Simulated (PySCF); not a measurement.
**A survey of 29Si NMR shifts**

[PySCF 2.14: geometry: GFN2-xTB; shieldings: GIAO PBE0/pcSseg-1; no solvent; one computed conformer; one averaged value for each set of equivalent atoms; relativity neglected]

Shieldings were converted by a linear fit to measured shifts: 29Si: δ = 279.94 − 0.822σ (rms 8.9 ppm, 72 shifts, 25.8 ppm with the 6 outliers that the fit left out vs TMS, solution or neat liquid). Occasional misses reach two or three times the rms, and more in compound classes unlike the fitted ones.

Give the 29Si shifts of `N#C[Si@@H]1[C@H](C=O)C[Si@@H]1C[SiH3]`, `Cc1cc([SiH3])cnn1`, `N#C[Si@@H]1[C@@H](C=O)C[Si@@H]1C[SiH3]`, `C=C([SiH3])C=O`, `N#CCC[Si@H](C#C[SiH3])O[SiH3]`, `C#CC[Si@@](C)(N)C#N`.

## Answers


```csv
compound,environment,δ (ppm)
[N:1]#[C:2][Si@@H:3]1[C@H:4]([CH:5]=[O:6])[CH2:7][Si@@H:8]1[CH2:9][SiH3:10],"Si8: silicon bonded to 2 C, Si, H, in a 4-membered ring",-12.9
[N:1]#[C:2][Si@@H:3]1[C@H:4]([CH:5]=[O:6])[CH2:7][Si@@H:8]1[CH2:9][SiH3:10],"Si3: silicon bonded to 2 C, Si, H, in a 4-membered ring",-51.5
[N:1]#[C:2][Si@@H:3]1[C@H:4]([CH:5]=[O:6])[CH2:7][Si@@H:8]1[CH2:9][SiH3:10],"Si10: silicon bonded to C, 3 H",-70.6
Cc1cc([SiH3])cnn1,"silicon bonded to C, 3 H",-64.6
[N:1]#[C:2][Si@@H:3]1[C@@H:4]([CH:5]=[O:6])[CH2:7][Si@@H:8]1[CH2:9][SiH3:10],"Si8: silicon bonded to 2 C, Si, H, in a 4-membered ring",-8.2
[N:1]#[C:2][Si@@H:3]1[C@@H:4]([CH:5]=[O:6])[CH2:7][Si@@H:8]1[CH2:9][SiH3:10],"Si3: silicon bonded to 2 C, Si, H, in a 4-membered ring",-51.7
[N:1]#[C:2][Si@@H:3]1[C@@H:4]([CH:5]=[O:6])[CH2:7][Si@@H:8]1[CH2:9][SiH3:10],"Si10: silicon bonded to C, 3 H",-69.2
C=C([SiH3])C=O,"silicon bonded to C, 3 H",-69.8
[N:1]#[C:2][CH2:3][CH2:4][Si@H:5]([C:6]#[C:7][SiH3:8])[O:9][SiH3:10],"Si5: silicon bonded to 2 C, O, H",-38.8
[N:1]#[C:2][CH2:3][CH2:4][Si@H:5]([C:6]#[C:7][SiH3:8])[O:9][SiH3:10],"Si10: silicon bonded to O, 3 H",-41.7
[N:1]#[C:2][CH2:3][CH2:4][Si@H:5]([C:6]#[C:7][SiH3:8])[O:9][SiH3:10],"Si8: silicon bonded to C, 3 H",-88.5
C#CC[Si@@](C)(N)C#N,"silicon bonded to 3 C, N",-31.7
```
